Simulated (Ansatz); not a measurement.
CH$_{6}$Sn: a saddle search.

Input (in.yaml):

```yaml
crystal:
  periodic: [false, false, false]
  atoms:
    - {symbol: Sn, position_ang: [-1.230200, 0.832600, 0.599300]}
    - {symbol: C, position_ang: [1.023900, -0.061000, -0.060900]}
    - {symbol: H, position_ang: [-0.004200, -0.973000, 0.080100]}
    - {symbol: H, position_ang: [-2.035900, -0.775200, 0.891200]}
    - {symbol: H, position_ang: [-1.771400, 0.713400, -1.119000]}
    - {symbol: H, position_ang: [0.853500, 0.680800, -0.825300]}
    - {symbol: H, position_ang: [1.779700, -0.743400, -0.445200]}
    - {symbol: H, position_ang: [1.384800, 0.325700, 0.879700]}
basis:
  gaussian: {orbitals: def2-SVP}
magnetization: {spin_polarized: true, initial_magnetization: 1}
hamiltonian: {xc: pbe0, dispersion: d4}
saddle:
  max_steps: 30
  mode_guess:
    - [0.3518, 0.0901, -0.0653]
    - [-0.0373, 0.1765, -0.1243]
    - [-0.5429, -0.5046, 0.2487]
    - [0.0410, -0.1440, 0.0672]
    - [-0.0517, 0.0069, 0.0099]
    - [0.3046, 0.1261, -0.0704]
    - [0.0693, 0.1662, -0.0612]
    - [-0.1346, 0.0828, -0.0047]
```

Run by:

```bash
ansatz run in.yaml --threads 2 --pin off --events-out ev --progress --plain --max-ram 4352MiB
```

The run's output (Ansatz 0.2.0):

```
Error: a molecule whose nuclei and cores have a total charge of 34 cannot have a net charge of 0 together with 1 unpaired electrons
```

The run took about 0.05 s on 2 CPU threads of an Arm Neoverse V2 (shared host).


The program refused the input. An even number of electrons needs an even number of unpaired ones, and an odd number an odd one; the charge and spin typed don't fit together.